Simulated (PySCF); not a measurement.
AlCl, SMILES [Cl][Al] (connectivity only; charge and spin as stated), neutral, multiplicity 1.

Geometry optimised at PBE-D3(BJ)/def2-TZVPD.

Calculation: PBE-D3(BJ)/def2-TZVPD (PySCF).

Frequencies are harmonic and unscaled.

Computed normal modes with their intensities:
```
mode  ν (cm⁻¹)  IR (km/mol)  moving atoms (share of kinetic energy)
----  --------  -----------  --------------------------------------
1          454        115.0                        Al 57 %, Cl 43 %
```
